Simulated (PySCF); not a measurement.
# Polarisability and C₆ of Pb²⁺ (lead, charge +2)

[Xe] 4f14 5d9 6s2 6p1, one real determinant (an excited configuration). Calculation: PySCF 2.14, in aug-cc-pwCVTZ-PP with ECP60MDF (8s7p6d4f1g, 96 functions); a scalar-relativistic core potential. Coupled (time-dependent) response in atomic units; α is the mean over directions.

```tsv
method	mean α (bohr³)	α xx, yy, zz	C₆ (like pair)	S(−4)
TPSSh	16.82	15.79, 15.79, 18.89	128.8	69.03
```

S(−4) is the Cauchy moment in α(ω) = α(0) + S(−4) ω² + …

Spin-orbit coupling is absent.

α(iu) at TPSSh:

```csv
u (hartree),α(iu) (bohr³)
0,16.82
0.0500,16.65
0.100,16.16
0.200,14.54
0.300,12.60
0.500,9.231
0.750,6.560
1.00,4.979
1.50,3.259
2.00,2.341
3.00,1.386
5.00,0.6397
```

A single London oscillator, α(iu) = α/(1 + u²/ω²), gives C₆ = (3/4) ω α². Matching the computed C₆ needs ω = 4 × 128.8 / (3 × 16.82²) = 0.607 hartree.

For an ion, C₆ is the dispersion term alone; charge-induced terms of lower order in 1/R come first.

The components differ because the open shell of this determinant is not spherical; for a pure term their mean is the scalar polarisability.

⟨L²⟩ = 8.01 against 12 for a pure F term, so this real determinant mixes terms. Energies and moments cover only the electrons outside the core potential. Spin-orbit coupling, absent here, splits the open shell strongly.
